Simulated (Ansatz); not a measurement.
System: trichloro(propan-2-yl)germane, C₃H₇Cl₃Ge, net charge 0, singlet state. 
Structure (B3LYP-D3(BJ)/def2-TZVP (Ansatz, a first-principles code) minimum search):
SMILES: [Cl][Ge]([Cl])([CH](C)C)[Cl]
```xyz
14

C     -2.5989     0.6668     0.2463
C     -1.7002    -0.3712    -0.4224
C     -2.0043    -1.8005     0.0214
Ge     0.1895     0.0530    -0.0799
Cl     0.6295    -0.0337     2.0342
Cl     1.5131    -1.3347    -1.0725
Cl     0.7009     2.0357    -0.7652
H     -2.3788     1.6791    -0.0934
H     -2.4916     0.6402     1.3321
H     -3.6442     0.4521     0.0107
H     -1.7847    -0.2925    -1.5096
H     -3.0425    -2.0447    -0.2169
H     -1.8760    -1.9144     1.0993
H     -1.3647    -2.5293    -0.4770
```

Dipole moments at this geometry, in debye (magnitudes).

| level | program | dipole (D) |
|---|---|---|
| SVWN5/def2-TZVPD | Ansatz | 3.29 |
| PBE/def2-TZVPD | Ansatz | 3.24 |
| HSE06/def2-TZVPD | Ansatz | 3.26 |
| wB97M-V/def2-TZVPD | Ansatz | 3.17 |
| wB97X-V/def2-TZVPD | Ansatz | 3.21 |
| CCSD(T)/def2-SVPD | Ansatz | 3.10 |
